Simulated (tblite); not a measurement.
Isomers of C5H13F2NSi. Method: GFN2-xTB as coded in tblite; computed harmonic values from a numerical Hessian at the method's own geometry, unscaled. The method is semi-empirical: single wavenumbers can be off by several per cent or more. Modes of hydrogen on silicon can be 10 to 20 % off. One conformer each.

Electronic energies: GFN2-xTB at the same geometries; isomer energies are rough at this level and their order can be wrong.

```csv
SMILES,"electronic energy, lowest = 0 (kJ/mol)"
C[C@@H](F)[C@@H](F)[SiH2]N(C)C,0.0
CN(C)[SiH2][C@@H](F)CCF,7.4
CN[C@@](C)([SiH2]C)C(F)F,83.9
```

Task: How do GFN2-xTB zero-point energies change the relative energies?

Result: 
```json
{"SMILES": "C[C@@H](F)[C@@H](F)[SiH2]N(C)C", "ZPE (kJ/mol)": "457.5", "of it from modes above 1550 cm⁻¹": "223.3", "electronic (kJ/mol)": "0.0", "with ZPE, lowest = 0 (kJ/mol)": "0.0", "lowest mode (cm⁻¹)": "28", "rings": "0"}
{"SMILES": "CN(C)[SiH2][C@@H](F)CCF", "ZPE (kJ/mol)": "459.3", "of it from modes above 1550 cm⁻¹": "222.2", "electronic (kJ/mol)": "7.4", "with ZPE, lowest = 0 (kJ/mol)": "9.3", "lowest mode (cm⁻¹)": "56", "rings": "0"}
{"SMILES": "CN[C@@](C)([SiH2]C)C(F)F", "ZPE (kJ/mol)": "455.8", "of it from modes above 1550 cm⁻¹": "226.8", "electronic (kJ/mol)": "83.9", "with ZPE, lowest = 0 (kJ/mol)": "82.3", "lowest mode (cm⁻¹)": "52", "rings": "0"}
```

The zero-point energies span 3.5 kJ/mol, from `CN[C@@](C)([SiH2]C)C(F)F` to `CN(C)[SiH2][C@@H](F)CCF`. The order is unchanged.

Task: What do entropy and thermal enthalpy add at 298.15 K and 1 bar (rigid rotor, harmonic oscillator, one conformer each)?

Result: 
```csv
SMILES,point group,symmetry number,S (J/(mol K)),H − H(0) (kJ/mol),ZPE + H − H(0) − TS (kJ/mol)
C[C@@H](F)[C@@H](F)[SiH2]N(C)C,C1,1,470.4,35.75,353.0
CN(C)[SiH2][C@@H](F)CCF,C1,1,457.7,34.76,357.6
CN[C@@](C)([SiH2]C)C(F)F,C1,1,457.3,35.55,355.0
```
